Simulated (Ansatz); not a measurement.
Program: Ansatz. Geometries: PBE0-D4/def2-TZVP. ΔE: electronic, gas phase. CCSD(T)/CBS adds triple-zeta CCSD(T) − MP2 to the extrapolated MP2 energy (def2 sets, frozen cores). This one scheme is used for every species. DFT in def2-TZVPP. B3LYP here is the variant with VWN-RPA as its local correlation; programs differ in this. Each species was taken in one conformer, which may not be the lowest.

`[CH3][Al]([OH])[SiH3]` + H₂ → `[OH][AlH][SiH3]` + CH₄  (hydrogenolysis of the Al–C bond)

```csv
species,B3LYP-D4 energy (Eh)
`[CH3][Al]([OH])[SiH3]`,-649.65486
H₂,-1.18011
`[OH][AlH][SiH3]`,-610.30322
CH₄,-40.54051
```

**Question.** Work out ΔE.

**Answer.** ΔE = (-610.30322) + (-40.54051) − (-649.65486) − (-1.18011) = -0.00876 Eh = -5.5 kcal/mol. CCSD(T)/CBS gives -4.8 kcal/mol.

Largest T1 diagnostic among the species: 0.014.

In def2-TZVPP, CCSD(T) changes the Hartree–Fock value by +6.0 kcal/mol (the triples alone add +1.1 kcal/mol) and MP2 by +7.1 kcal/mol. From BLYP to BHLYP (50 % exact exchange), in def2-TZVPP and without D4, ΔE moves by −1.7 kcal/mol.
